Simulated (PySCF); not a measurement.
Species: C4H7N3S.
SMILES with atom numbers: `[CH3:1][S:2][c:3]1[n:4][n:5][cH:6][n:7]1[CH3:8]`

NICS = −σ at a ghost point: NICS(0) at the centroid of the ring atoms, NICS(1) 1 Å to either side along the normal of their mean plane, zz for the tensor component along that normal. Level: GIAO PBE0/pcSseg-1 (PySCF, non-relativistic, gas phase) on the GFN2-xTB geometry, one conformer.

Ring bond lengths (Å), with Mayer bond orders in brackets: C3–N4 1.306 (1.52), N4–N5 1.342 (1.22), N5–C6 1.297 (1.65), C6–N7 1.363 (1.14), N7–C3 1.366 (1.10).

Give the NICS values of each ring in ppm.

```
          ring                                                 type  NICS(0)  NICS(1), two faces  NICS(1)zz, two faces  rms pucker (Å)  centre to ring atoms, mean (Å)
C3–N4–N5–C6–N7  5-membered ring with 3 N; formal bonds all aromatic    -10.9       -10.9 / -10.9         -28.2 / -28.2            0.00                            1.14
```

What do they say, and how far can they be read as aromaticity?

- C3–N4–N5–C6–N7: mean NICS(1)zz -28.2 ppm, shielded, aromatic by this magnetic criterion (flat ring, no four-coordinate atom).

How equal are the bonds by HOMA? HOMA = 1 − mean of α(R − Ropt)² over the ring bonds, with Krygowski's 1993 parameters (CN: Ropt 1.334 Å, α 93.52 Å⁻²; NN: Ropt 1.309 Å, α 130.33 Å⁻²).

- C3–N4–N5–C6–N7: HOMA 0.90; the largest term is that of N4–N5, α(R − Ropt)² = 0.14. The geometric and the magnetic index point the same way.

Give the inner angles of the rings and the Hirshfeld charges of the ring atoms.

- C3–N4–N5–C6–N7: C3 110.7° (+0.054 e), N4 107.3° (-0.166 e), N5 108.3° (-0.168 e), C6 110.7° (+0.027 e), N7 103.0° (-0.015 e); sum 540.0° against 540° for a flat convex ring.

Cost: about 70 s of CPU time on one thread; the machine was shared, so the figure is rough. This is the whole shielding run at PBE0/pcSseg-1, SCF included.

Shape of the structure used: `[CH3:1][S:2][c:3]1[n:4][n:5][cH:6][n:7]1[CH3:8]`: C1–S2–C3–N4 0°.
